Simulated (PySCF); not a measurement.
# Electric field gradients and quadrupole coupling constants

Hydroxydifluoroborane, BF₂HO.
Z-matrix (Å and degrees, PBE0-D3(BJ)/def2-TZVP geometry), rows numbered from 1:
```
O 
B   1  1.3455
F   2  1.3276  1  122.24
F   2  1.3175  1  119.48  3   179.92
H   1  0.9600  2  113.56  3     0.10
```

Field gradients from the PBE0/pcSseg-2 density (PySCF, non-relativistic), principal values in atomic units, ordered |Vxx| ≤ |Vyy| ≤ |Vzz|:

```json
{"atom": "O1", "Vxx": "-0.5224", "Vyy": "-0.7943", "Vzz": "1.3168"}
{"atom": "B2", "Vxx": "-0.0873", "Vyy": "-0.1993", "Vzz": "0.2866"}
```

**Question.** Find the asymmetry η = (Vxx − Vyy)/Vzz and the couplings χ = eQV/h (234.96 MHz × Q in barn × V in au), with Q(17O) = −0.0256 b, Q(11B) = 0.04059 b.

**Answer.** 
```json
{"atom": "O1", "environment": "boron-bound oxygen", "nucleus": "17O", "η": "0.21", "χzz (MHz)": "-7.92", "χxx (MHz)": "3.14", "χyy (MHz)": "4.78"}
{"atom": "B2", "environment": "three-coordinate boron", "nucleus": "11B", "η": "0.39", "χzz (MHz)": "2.733", "χxx (MHz)": "-0.833", "χyy (MHz)": "-1.901"}
```

**Question.** What is Vzz at B2 in SI units (1 au = 9.71736 × 10²¹ V/m²)?

**Answer.** 0.2866 au = 2.785 × 10²¹ V/m².

**Question.** And the gradient at the other heavy atoms, for which no coupling is worked out here?

**Answer.** 
```
atom           environment  Vzz (au)     η
  F3  boron-bound fluorine     1.424  0.56
  F4  boron-bound fluorine     1.438  0.60
```

**Question.** What couplings would deuterons (Q(2H) = 0.00286 b) have in place of the hydrogens, at this geometry?

**Answer.** 
| atom | bonded to | bond length (Å) | Vzz (au) | η | χzz (kHz) |
| --- | --- | --- | --- | --- | --- |
| H5 | O1 | 0.960 | 0.4591 | 0.05 | 309 |

The structure is a single PBE0-D3(BJ)/def2-TZVP conformer in the gas phase; no vibrational or solvent corrections.
